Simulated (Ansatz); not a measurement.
`[Cl][Zr]([Cl])([SeH])[SeH]`. The species carries charge 0 and has multiplicity 1. Zr: def2 effective core potential. All single points use the PBE0-D4/def2-TZVP geometry. It is one conformer, not always the lowest.

```xyz
7

Cl    2.254    1.321   -0.866
Zr    0.630    0.103    0.257
Cl    1.306   -0.739    2.310
Se   -0.132   -1.938   -1.072
Se   -1.351    1.697    0.477
H    -0.596   -0.986   -2.099
H    -2.111    0.542    0.993
```

(1) What is the dipole moment at ωB97M-V/def2-TZVPP? (Estimate.)

(2) And with PBE, r2SCAN, B3LYP? (Best estimate.)

(3) Give the Mulliken charges with ωB97M-V, B3LYP, r2SCAN in def2-TZVPP. (Estimate.)

Answers

(1) Computed: 0.63 D, with components (-0.58, -0.10, -0.24) D in this frame, pointing from negative to positive charge.

(2) Computed: PBE 0.77 D, r2SCAN 0.80 D, B3LYP 0.77 D.

(3) Ansatz gave: 
| atom | ωB97M-V | B3LYP | r2SCAN |
| --- | --- | --- | --- |
| Cl1 | -0.21 | -0.25 | -0.26 |
| Zr2 | 0.59 | 0.74 | 0.75 |
| Cl3 | -0.21 | -0.25 | -0.26 |
| Se4 | -0.18 | -0.19 | -0.20 |
| Se5 | -0.18 | -0.19 | -0.20 |
| H6 | 0.10 | 0.07 | 0.09 |
| H7 | 0.10 | 0.07 | 0.09 |

B3LYP here is the variant with VWN-RPA as its local correlation; programs differ in this.
